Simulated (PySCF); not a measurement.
# Potential energy of SnS along the bond

Set-up: basis Sn x2c-SVPall, S x2c-SVPall; spin-free X2C with a Gaussian nucleus; PySCF 2.14. Energies in eV from Sn + S in their ground configurations at the same level. State: ¹Σ⁺ (singlet), closed shell.

```
R (Å)  BHandHLYP   ωB97X
1.911     -2.730  -3.442
2.000     -3.689  -4.376
2.089     -4.205  -4.868
2.155     -4.378  -5.021
2.222     -4.413  -5.036
2.289     -4.341  -4.944
2.377     -4.125  -4.699
2.489     -3.724  -4.259
2.622     -3.132  -3.619
2.800     -2.271  -2.693
```

Put a parabola through the three lowest points of the BHandHLYP curve and estimate Re, k and ωe (reduced mass 25.24 u; 1 eV/Å² = 0.16022 mdyn/Å; ωe = 1302.8·√(k/μ) cm⁻¹).

Through R = 2.155, 2.222, 2.289 Å the second-order coefficient is 11.9 eV/Å², so Re ≈ 2.210 Å, k ≈ 3.82 mdyn/Å and ωe ≈ 507 cm⁻¹. A polynomial fit of higher order to the unrounded BHandHLYP energies gives Re = 2.208 Å, k = 4.02 mdyn/Å, ωe = 520 cm⁻¹; anharmonicity and rounding make the difference.

The higher-order fit for each curve: BHandHLYP: Re = 2.208 Å, ωe = 520 cm⁻¹, De = 4.42 eV; ωB97X: Re = 2.196 Å, ωe = 534 cm⁻¹, De = 5.04 eV.

These are scalar-relativistic numbers at best; spin–orbit coupling would shift them, the dissociation energy most.
